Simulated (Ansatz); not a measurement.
Total energies of Sc2N2 from Ansatz at PBE0-D4/def2-TZVP, gas phase (1 Eh = 27.2114 eV = 2625.5 kJ/mol). The reference geometry is relaxed at r2SCAN-D4/def2-SVP.

Cartesian coordinates in Å:
```
Sc -0.183 -1.164 0.659
Sc 0.183 1.164 -0.659
N -1.185 0.389 0.359
N 1.185 -0.389 -0.359
```

| state | geometry | energy (Eh) |
| --- | --- | --- |
| charge 0 singlet | reference | -1630.46224 |
| charge 1 doublet | reference | -1630.23126 |
| charge 1 doublet | relaxed at r2SCAN-D4/def2-SVP | -1630.24367 |
| charge 0 triplet | relaxed at r2SCAN-D4/def2-SVP | -1630.41671 |
| charge 0 quintet | relaxed at r2SCAN-D4/def2-SVP | -1630.35211 |
| free Sc atom (doublet) | – | -760.41828 |
| free N atom (quartet) | – | -54.54382 |

(1) Work out the vertical ionisation energy to the doublet.

(2) How much does the charge 1 doublet relax, and what is the adiabatic ionisation energy?

(3) Which of the charge 0 states is lowest, and how far above it are the others?

(4) What is the binding energy per atom against free atoms?

(1) E(charge 1 doublet) − E(charge 0 singlet) = -1630.23126 − (-1630.46224) = 0.23098 Eh = 6.29 eV. For comparison, −ε of the highest occupied level is 4.49 eV at this level, 1.80 eV less.

(2) Relaxation: -1630.23126 − (-1630.24367) = 0.01241 Eh = 0.34 eV. Adiabatic ionisation energy: 0.21857 Eh = 5.95 eV, without zero-point energy. 

(3) The singlet. triplet: -1630.41671 − (-1630.46224) = 0.04553 Eh = 119.5 kJ/mol; quintet: -1630.35211 − (-1630.46224) = 0.11013 Eh = 289.1 kJ/mol.

(4) Atoms: 2 × (-760.41828) + 2 × (-54.54382) = -1629.92420 Eh. Binding: -1629.92420 − (-1630.46224) = 0.53804 Eh = 14.64 eV, or 3.66 eV for each of 4 atoms (no zero-point energy, no counterpoise term).

The structure comes from a short search, and lower isomers may exist.
